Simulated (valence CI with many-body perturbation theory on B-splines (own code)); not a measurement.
## Level structure of Sb37+

Level of theory: valence CI with perturbative core correlation (CI+MBPT): four valence electrons over a frozen Dirac-Fock core [Ne], radial functions for each j: 11 s, 11 p, 9 d, 7 f, 5 g, 2 h, 1 i, with the one-electron correlation potential Σ1, the two-electron term Σ2, the three-electron term Σ3, Breit, model QED; selected CI, second order for the rest (own B-spline code, finite nucleus).

The last digits are not significant, and no measured levels were compared; by estimate large intervals hold to a few tenths of a per cent, small ones and those within an open d or f shell to about a per cent.

Levels 1 to 45 of 66, with energies above the lowest level, (3s^2 3p1/2^2) J=0. "Leading %" is the weight of the configuration and term that name the level; weights of strongly mixed levels are sums over their largest components and can fall short. In the jj column 3d3/2^4 stands for four electrons in 3d with j = 3/2. Lifetimes count E1, E2, E3, M1 and M2 decay at the calculated energies, and are blank where another channel may lead or the interval is too uncertain; long ones can be off by a factor of two.

```csv
No.,Configuration,Term,J,E (cm⁻¹),Leading %,g,Lifetime,Second component,Leading jj
1,3s2 3p2,3P,0,0,73,,,25 % 3s2 3p2 1S,3s^2 3p1/2^2 (98 %)
2,3s2 3p2,3P,1,446390,99,1.496,846 ns,,3s^2 3p1/2 3p3/2 (99 %)
3,3s2 3p2,1D,2,494070,58,1.198,223 μs,40 % 3s2 3p2 3P,3s^2 3p1/2 3p3/2 (98 %)
4,3s2 3p2,3P,2,974960,58,1.292,441 ns,40 % 3s2 3p2 1D,3s^2 3p3/2^2 (97 %)
5,3s2 3p2,1S,0,1080200,72,,282 ns,25 % 3s2 3p2 3P,3s^2 3p3/2^2 (97 %)
6,3s 3p3,5S°,2,1196000,44,1.653,148 ps,37 % 3s 3p3 3P°,3s 3p1/2^2 3p3/2 (90 %)
7,3s 3p3,3D°,1,1345600,44,0.938,14.2 ps,20 % 3s 3p3 3P°,3s 3p1/2^2 3p3/2 (80 %)
8,3s2 3p 3d,3F°,2,1543500,68,0.783,2.14 ns,22 % 3s2 3p 3d 1D°,3s^2 3p1/2 3d3/2 (94 %)
9,3s 3p3,5S°,2,1585000,37,1.491,563 ps,35 % 3s 3p3 3D°,3s 3p1/2 3p3/2^2 (74 %)
10,3s 3p3,3D°,3,1660800,61,1.275,458 ps,18 % 3s2 3p 3d 3D°,3s 3p1/2 3p3/2^2 (61 %)
11,3s2 3p 3d,3D°,1,1737200,50,0.966,2.36 ps,15 % 3s2 3p 3d 1P°,3s^2 3p1/2 3d3/2 (72 %)
12,3s 3p3,3P°,0,1788200,89,,17.3 ps,10 % 3s2 3p 3d 3P°,3s 3p1/2 3p3/2^2 (89 %)
13,3s2 3p 3d,3P°,2,1791700,28,1.151,9.18 ps,26 % 3s 3p3 3D°,3s^2 3p1/2 3d5/2 (55 %)
14,3s2 3p 3d,3F°,3,1796300,56,1.155,15.0 ps,30 % 3s 3p3 3D°,3s^2 3p1/2 3d5/2 (57 %)
15,3s 3p3,3P°,1,1848700,40,1.212,8.00 ps,23 % 3s 3p3 3D°,3s 3p1/2 3p3/2^2 (72 %)
16,3s 3p3,1D°,2,1890400,44,1.193,4.66 ps,19 % 3s2 3p 3d 3D°,3s 3p1/2 3p3/2^2 (55 %)
17,3s 3p3,3S°,1,1932400,39,1.376,2.94 ps,21 % 3s 3p3 1P°,3s 3p1/2 3p3/2^2 (87 %)
18,3s2 3p 3d,3P°,2,2135900,31,1.316,1.58 ns,26 % 3s2 3p 3d 1D°,3s^2 3p3/2 3d5/2 (62 %)
19,3s2 3p 3d,3F°,4,2169800,98,1.245,989 ns,,3s^2 3p3/2 3d5/2 (98 %)
20,3s2 3p 3d,3D°,2,2186400,45,1.068,2.17 ps,18 % 3s2 3p 3d 1D°,3s^2 3p3/2 3d3/2 (75 %)
21,3s2 3p 3d,3P°,1,2187200,46,1.155,2.66 ps,31 % 3s2 3p 3d 3D°,3s^2 3p3/2 3d3/2 (81 %)
22,3s2 3p 3d,3D°,3,2192100,39,1.167,3.33 ps,27 % 3s2 3p 3d 3F°,3s^2 3p3/2 3d3/2 (76 %)
23,3s2 3p 3d,3P°,0,2200700,89,,3.04 ps,10 % 3s 3p3 3P°,3s^2 3p3/2 3d3/2 (89 %)
24,3s 3p2 3d,5F,1,2309600,58,0.334,74.2 ps,25 % 3s 3p2 3d 3D,3s 3p1/2^2 3d3/2 (89 %)
25,3s 3p2 3d,5F,2,2335500,33,1.192,80.0 ps,17 % 3s 3p2 3d 3D,3s 3p1/2^2 3d3/2 (81 %)
26,3s2 3p 3d,1F°,3,2364900,58,1.132,4.40 ps,38 % 3s2 3p 3d 3D°,3s^2 3p3/2 3d5/2 (82 %)
27,3s2 3p 3d,1P°,1,2372300,49,1.217,5.86 ps,23 % 3s2 3p 3d 3P°,3s^2 3p3/2 3d5/2 (74 %)
28,3s 3p3,3P°,2,2403900,30,1.304,3.36 ps,20 % 3s 3p3 1D°,3s 3p3/2^3 (57 %)
29,3s 3p2 3d,5D,3,2471700,30,1.378,24.3 ps,27 % 3s 3p2 3d 5F,3s 3p1/2^2 3d5/2 (83 %)
30,3p4,3P,2,2508000,19,1.168,21.6 ps,15 % 3s 3p2 3d 3P,3s 3p1/2^2 3d5/2 (53 %)
31,3s 3p3,1P°,1,2524500,37,1.100,2.25 ps,19 % 3s2 3p 3d 1P°,3s 3p3/2^3 (68 %)
32,3s 3p2 3d,3F,2,2658200,42,1.001,15.9 ps,14 % 3p4 3P,3s 3p1/2 3p3/2 3d3/2 (51 %)
33,3s 3p2 3d,5D,0,2673500,54,,32.7 ps,13 % 3s 3p2 3d 3P,3s 3p1/2 3p3/2 3d3/2 (73 %)
34,3s 3p2 3d,5D,1,2692300,59,1.237,112 ps,18 % 3s 3p2 3d 5F,3s 3p1/2 3p3/2 3d3/2 (95 %)
35,3s 3p2 3d,5F,3,2713400,47,1.197,65.8 ps,32 % 3s 3p2 3d 3F,3s 3p1/2 3p3/2 3d3/2 (85 %)
36,3s 3p2 3d,5F,2,2721800,29,1.213,8.80 ps,18 % 3s 3p2 3d 5D,3s 3p1/2 3p3/2 3d3/2 (52 %)
37,3s 3p2 3d,5D,0,2730800,35,,9.12 ps,28 % 3p4 1S,3p1/2^2 3p3/2^2 (50 %)
38,3s 3p2 3d,5F,4,2768300,69,1.280,297 ps,16 % 3s 3p2 3d 3G,3s 3p1/2 3p3/2 3d3/2 (50 %)
39,3s 3p2 3d,5D,4,2794900,54,1.370,548 ps,34 % 3s 3p2 3d 3F,3s 3p1/2 3p3/2 3d5/2 (72 %)
40,3s 3p2 3d,3F,2,2854400,59,0.951,8.57 ps,13 % 3s 3p2 3d 5D,3s 3p1/2 3p3/2 3d3/2 (49 %)
41,3s 3p2 3d,5P,3,2856400,50,1.422,5.23 ps,15 % 3s 3p2 3d 3F,3s 3p1/2 3p3/2 3d5/2 (48 %)
42,3s 3p2 3d,5F,5,2883400,61,1.317,176 ps,38 % 3s 3p2 3d 3G,3s 3p1/2 3p3/2 3d5/2 (92 %)
43,3s 3p2 3d,3P,2,2887400,36,1.340,9.57 ps,22 % 3s 3p2 3d 5P,3s 3p1/2 3p3/2 3d5/2 (47 %)
44,3s 3p2 3d,3P,1,2898400,36,1.241,11.6 ps,20 % 3s 3p2 3d 5D,3s 3p1/2 3p3/2 3d5/2 (61 %)
45,3s 3p2 3d,3D,2,2903100,25,1.419,3.56 ps,24 % 3s 3p2 3d 5P,3s 3p1/2 3p3/2 3d3/2 (64 %)
```

The ionisation energy to 3s2 3p 2P°_1/2 of the next ion comes out as 2569.6 eV (NIST: 2567 ± 4 eV (theoretical)). All 66 levels together are meant to be complete up to 3301800 cm⁻¹.
